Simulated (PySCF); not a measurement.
## Two-component Hartree-Fock for Se⁶⁺ (selenium, charge +6)

Start: [Ar] 3d10. Calculated with PySCF 2.14 in an even-tempered Gaussian basis (18 s from 0.27 bohr⁻², ratio 2.8; 13 p from 0.35 bohr⁻², ratio 2.8; 9 d from 0.35 bohr⁻², ratio 2.8; 4 f from 3.3 bohr⁻², ratio 3): generalised Hartree-Fock with the X2C-1e Hamiltonian and a Gaussian nucleus; spin-orbit coupling (SO) screened by Boettger's factors.

```json
{"spinor shell": "1s1/2", "electrons": "2", "ε, screened SO (eV)": "-12827.9", "weight of nominal j (screened SO)": "1.000", "rms radius, screened SO (bohr)": "0.0508"}
{"spinor shell": "2s1/2", "electrons": "2", "ε, screened SO (eV)": "-1784.6", "weight of nominal j (screened SO)": "1.000", "rms radius, screened SO (bohr)": "0.212"}
{"spinor shell": "2p1/2", "electrons": "2", "ε, screened SO (eV)": "-1604.6", "weight of nominal j (screened SO)": "1.000", "rms radius, screened SO (bohr)": "0.187"}
{"spinor shell": "2p3/2", "electrons": "4", "ε, screened SO (eV)": "-1562.0", "weight of nominal j (screened SO)": "1.000", "rms radius, screened SO (bohr)": "0.190"}
{"spinor shell": "3s1/2", "electrons": "2", "ε, screened SO (eV)": "-337.20", "weight of nominal j (screened SO)": "1.000", "rms radius, screened SO (bohr)": "0.613"}
{"spinor shell": "3p1/2", "electrons": "2", "ε, screened SO (eV)": "-273.96", "weight of nominal j (screened SO)": "1.000", "rms radius, screened SO (bohr)": "0.626"}
{"spinor shell": "3p3/2", "electrons": "4", "ε, screened SO (eV)": "-267.62", "weight of nominal j (screened SO)": "1.000", "rms radius, screened SO (bohr)": "0.636"}
{"spinor shell": "3d3/2", "electrons": "4", "ε, screened SO (eV)": "-158.20", "weight of nominal j (screened SO)": "1.000", "rms radius, screened SO (bohr)": "0.675"}
{"spinor shell": "3d5/2", "electrons": "6", "ε, screened SO (eV)": "-157.21", "weight of nominal j (screened SO)": "1.000", "rms radius, screened SO (bohr)": "0.679"}
```

```csv
quantity,screened SO
E (hartree),-2418.92588
M_J,0
⟨J²⟩,0.000
⟨L²⟩,0.003
⟨S²⟩,0.003
```
